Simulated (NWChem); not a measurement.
System: CH4MgS2; SMILES C[S][Mg][SH]

NWChem input:

```
start job
memory heap 200 mb stack 900 mb global 1100 mb
geometry units angstroms noautoz
  Mg     0.457772    -0.796809    -0.422240
  S      0.622813    -3.103474    -0.627583
  H      0.848787    -3.249890     0.710830
  S      0.283355     1.505387    -0.227139
  C     -1.530555     1.755484     0.035051
  H     -2.129503     1.422051    -0.834260
  H     -1.684513     2.844516     0.158861
  H     -1.896890     1.252602     0.950737
end
basis spherical
  * library 6-31+g*
end
dft
  xc b3lyp
  iterations 150
  vectors input atomic output neutral.movecs
end
task dft energy
charge 1
dft
  odft
  mult 2
  vectors input atomic output cation.movecs
end
task dft energy
charge -1
dft
  odft
  mult 2
  vectors input atomic output anion.movecs
end
task dft energy
```

Coordinates come from a PBE-D3(BJ)/def2-SVP optimisation. B3LYP is NWChem's, with the RPA form of VWN correlation.

Ions are spin-unrestricted doublets at the neutral geometry; other ion states weren't tried.

### Question
Predict the main results of this run. (B3LYP/6-31+G* (spherical d), vertical spin-unrestricted ions.) Quantities: vertical ionisation energy, ΔSCF (eV); −ε(HOMO) (eV).

### Answer
- vertical ionisation energy, ΔSCF (eV) = 8.62
- −ε(HOMO) (eV) = 6.44
